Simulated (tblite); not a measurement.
Compound: C2H5PSi.
SMILES: `[SiH2](C#P)C`

Computed values, GFN2-xTB/tblite, gas phase, harmonic and unscaled. Against measured fundamentals such values can be off by several per cent, at times by over 20. Modes of hydrogen on silicon can be 10 to 20 % off.

Harmonic wavenumbers (cm⁻¹): 94.8, 116.0, 176.5, 258.6, 459.1, 540.1, 560.6, 671.8, 754.9, 778.3, 833.8, 839.3, 1375.5, 1492.9, 1494.0, 1598.1, 2200.2, 2213.7, 3034.8, 3035.2, 3039.5.

A = 13151, B = 1885, C = 1698 MHz; mass 87.990 u (most abundant isotopes); point group Cs, symmetry number 1.

Question: What is the zero-point energy?

Answer: ½Σν̃ = 12784 cm⁻¹ = 36.55 kcal/mol.

Question: Entropy at 298.15 K, 1 bar (ideal gas, RRHO, classical rotation)?

Answer: Translation 39.36, rotation 26.44, vibration 13.84: S = 79.6 cal/(mol K).

Question: And Cp and H(298.15 K) − H(0)?

Answer: Cp = 22.89 cal/(mol K), of which vibrations give 14.94 (their classical limit is 21 R = 41.7); H(298.15 K) − H(0) = 4.64 kcal/mol without the zero-point energy, 2.27 from vibrations.

Question: What must be added to the electronic energy to get the Gibbs energy at 298.15 K and 1 bar?

Answer: ZPE + [H(298.15 K) − H(0)] − T·S = 36.55 + 4.64 − 23.75 = 17.44 kcal/mol.

Question: Blend soft modes into free rotors: weight 1/[1 + (100 cm⁻¹/ν̃)⁴] for the oscillator and the rest for a rotor with moment μB/(μ + B), μ = h/(8π²ν), B = 10⁻⁴⁴ kg m². What vibrational entropy results?

Answer: 13.32 cal/(mol K) in place of 13.84, which changes −T·S at 298.15 K by +0.16 kcal/mol.

Question: Which modes carry the vibrational entropy at 298.15 K?

Answer: 94.8 cm⁻¹: 3.56; 116.0 cm⁻¹: 3.17; 176.5 cm⁻¹: 2.37; 258.6 cm⁻¹: 1.67; 459.1 cm⁻¹: 0.77; 540.1 cm⁻¹: 0.57 cal/(mol K); the other 15 give 1.75 together.

Hindered rotation and anharmonicity are outside this model.
